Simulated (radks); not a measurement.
Values are calculated unless marked as measured or tabulated.
All-electron atom: Ca XV in [He] 2s2 2p2 (the NIST ground configuration).

Code: a radial shooting solver on a logarithmic mesh with Libxc functionals. Model: non-relativistic Kohn-Sham, B86b exchange with PBE correlation, spin-polarised, spherical densities, point nucleus; open shells are filled with parallel spins first.

Energy parts (Ry):
total: -1076.01097
kinetic: 1075.66338
electron-nucleus: -2269.33994
Hartree: 159.23470
exchange-correlation: -41.56911

Orbitals (lengths in bohr, moments of r in powers of bohr; <r^-3> diverges for s and p1/2; r(90%) holds 90 % of the orbital's charge):
orbital  occ.  eigenvalue (Ry)      <r>  r(90%)     <r^2>  <r^-3>
1s up       1        -335.2631  0.07707   0.137  0.007964       -
1s down     1        -334.6644  0.07694   0.137  0.007935       -
2s up       1        -66.86457   0.3346   0.513    0.1311       -
2s down     1        -65.73254   0.3371   0.517    0.1331       -
2p up       2        -62.97149   0.2899   0.468    0.1018   232.8
2p down     0        -61.64498   0.2925   0.473    0.1038   229.8

The highest occupied level is 2p up at -856.77 eV. The spin density at the nucleus is -0.966 e/bohr^3 (1s -6.243, 2s 5.276), a Fermi contact field of -50.7 T. Spin moment in Bohr magnetons: 2.
